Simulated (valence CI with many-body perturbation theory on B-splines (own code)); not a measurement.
# Mn XXI: electric-dipole lines

Computed by configuration interaction combined with many-body perturbation theory (CI+MBPT): three valence electrons over a frozen Dirac-Fock core [He], radial functions for each j: 11 s, 11 p, 9 d, 7 f, 5 g, 2 h, 1 i, with the one-electron correlation potential Σ1, the two-electron term Σ2, the three-electron term Σ3, Breit, model QED; selected CI, second order for the rest (own B-spline code, finite nucleus).

No measured levels were compared; by estimate levels of excited configurations hold to 0.05 to 0.15 % of their energy, terms of the ground configuration to about 0.5 %.

Lines 1 to 50 of 241 in falling wavelength, among levels below 1075.6 eV, chosen from the strongest by gf and those to the six lowest levels. Wavelengths and rates use the calculated energies, so an error of 700 cm⁻¹ moves a line at 734.4 Å by 0.51 % and its rate by three times that or more. Electric multipoles are in the length gauge, E1 and E2 with the static RPA response of the core. Weak lines are less certain than strong ones. Lines between different terms over intervals too small for the method are left out, as are lines whose strength nearly cancels. The highest levels of a list are the least certain.

Names give the largest LS component (configuration and term), which can be under half, so a name can repeat, a term be missing and a line seem to break the LS rules; names also repeat where a configuration has a term twice. Letters in brackets count levels of one name in rising energy.

```
λ vac (Å)               Upper               Lower   A (s⁻¹)  S (a.u.)
    734.4      2s2p3d ⁴F°_9/2       2s2p3p ⁴D_7/2  4.23e+08  8.27e-01
    732.2      2s2p3d ⁴D°_7/2       2s2p3p ⁴P_5/2  2.39e+08  3.70e-01
    703.7      2s2p3d ⁴F°_7/2       2s2p3p ⁴D_5/2  4.58e+08  6.30e-01
    690.1       2p²3p ⁴P°_5/2        2p²3s ⁴P_5/2  4.19e+08  4.07e-01
    681.8  2s2p3d ²F°_7/2 [b]   2s2p3p ²D_5/2 [b]  4.51e+08  5.65e-01
    677.3       2s2p3p ⁴D_3/2      2s2p3s ⁴P°_3/2  3.64e+08  2.23e-01
    630.4      2s2p3d ⁴F°_5/2       2s2p3p ⁴D_3/2  4.65e+08  3.45e-01
    622.5       2p²3p ⁴D°_3/2        2p²3s ⁴P_1/2  6.10e+08  2.90e-01
    617.0  2s2p3d ²D°_5/2 [b]   2s2p3p ²P_3/2 [b]  4.49e+08  3.12e-01
    610.1      2s2p3d ⁴P°_5/2   2s2p3p ²P_3/2 [a]  4.83e+08  3.25e-01
    608.8       2p²3p ⁴D°_7/2        2p²3s ⁴P_5/2  1.05e+09  9.32e-01
    607.4  2s2p3d ²F°_5/2 [b]       2s2p3p ²D_3/2  4.50e+08  2.98e-01
    607.0       2p²3p ⁴D°_5/2        2p²3s ⁴P_3/2  9.28e+08  6.15e-01
    605.8        2s²3d ²D_5/2       2s²3p ²P°_3/2  6.71e+08  4.42e-01
    604.7      2s2p3d ⁴F°_3/2       2s2p3p ⁴D_1/2  5.33e+08  2.33e-01
    591.8  2s2p3d ²D°_5/2 [a]   2s2p3p ⁴S_3/2 [a]  5.23e+08  3.21e-01
    586.2       2s2p3p ²D_3/2  2s2p3s ²P°_3/2 [b]  5.42e+08  2.16e-01
    552.1   2s2p3p ²D_5/2 [a]  2s2p3s ²P°_3/2 [a]  9.35e+08  4.66e-01
    544.4       2s2p3p ⁴D_7/2      2s2p3s ⁴P°_5/2  1.26e+09  8.04e-01
    544.3  2s2p3d ²F°_5/2 [a]   2s2p3p ⁴S_3/2 [b]  4.16e+08  1.99e-01
    541.5        2s²3d ²D_3/2       2s²3p ²P°_1/2  7.67e+08  2.40e-01
    536.2   2s2p3p ²D_5/2 [b]  2s2p3s ²P°_3/2 [b]  9.33e+08  4.26e-01
    525.0       2s2p3p ⁴D_5/2      2s2p3s ⁴P°_3/2  1.28e+09  5.50e-01
    524.1  2s2p3d ²F°_7/2 [a]   2s2p3p ²D_5/2 [a]  1.02e+09  5.79e-01
    507.5  2s2p3d ²D°_3/2 [a]   2s2p3p ²P_1/2 [a]  7.18e+08  1.85e-01
    502.6  2s2p3d ²F°_5/2 [a]       2s2p3p ⁴P_3/2  4.83e+08  1.82e-01
    502.4       2s²3p ²P°_3/2        2s²3s ²S_1/2  1.44e+09  3.60e-01
    482.2   2s2p3p ²P_3/2 [a]      2s2p3s ⁴P°_1/2  1.08e+09  2.40e-01
    474.7   2s2p3p ⁴S_3/2 [b]      2s2p3s ⁴P°_5/2  1.14e+09  2.41e-01
    472.9       2s2p3p ⁴P_5/2      2s2p3s ⁴P°_5/2  1.46e+09  4.59e-01
    472.7   2s2p3p ²S_1/2 [a]  2s2p3s ²P°_3/2 [a]  1.63e+09  1.70e-01
    461.0       2s2p3p ⁴P_1/2      2s2p3s ⁴P°_3/2  1.95e+09  1.89e-01
    437.7   2s2p3p ⁴S_3/2 [a]      2s2p3s ⁴P°_3/2  8.74e+08  1.45e-01
    243.9         2p³ ²D°_5/2        2s2p² ²P_3/2  2.94e+09  1.26e-01
    218.8        2p²3s ²D_5/2  2s2p3s ²P°_3/2 [b]  5.95e+09  1.85e-01
    198.2         2p³ ²D°_3/2        2s2p² ²P_1/2  5.27e+09  8.10e-02
    182.0       2p²3p ⁴P°_5/2       2s2p3p ⁴P_5/2  4.40e+09  7.84e-02
    179.3       2p²3p ⁴D°_5/2       2s2p3p ⁴D_7/2  3.36e+09  5.74e-02
    178.0         2p³ ²P°_1/2        2s2p² ²S_1/2  1.03e+10  5.72e-02
    173.7       2p²3p ⁴D°_3/2       2s2p3p ⁴D_5/2  5.92e+09  6.12e-02
    168.7         2p³ ²P°_3/2        2s2p² ²P_3/2  1.62e+10  1.54e-01
    167.6       2p²3p ⁴D°_7/2       2s2p3p ⁴D_7/2  8.07e+09  1.50e-01
    166.9        2p²3s ²P_3/2  2s2p3s ²P°_3/2 [a]  9.06e+09  8.31e-02
    165.3        2s2p² ²D_5/2       2s²2p ²P°_3/2  5.43e+09  7.27e-02
    162.3        2p²3s ⁴P_5/2      2s2p3s ⁴P°_5/2  8.52e+09  1.08e-01
    160.4         2p³ ²D°_3/2        2s2p² ²D_3/2  6.92e+09  5.64e-02
    158.5         2p³ ²D°_5/2        2s2p² ²D_5/2  1.13e+10  1.33e-01
    156.5        2p²3s ²P_1/2  2s2p3s ²P°_1/2 [a]  1.44e+10  5.44e-02
    154.4         2p³ ²D°_5/2        2s2p² ²D_3/2  2.76e+09  3.01e-02
    151.8       2p²3p ⁴D°_7/2       2s2p3p ⁴D_5/2  4.08e+09  5.63e-02
```
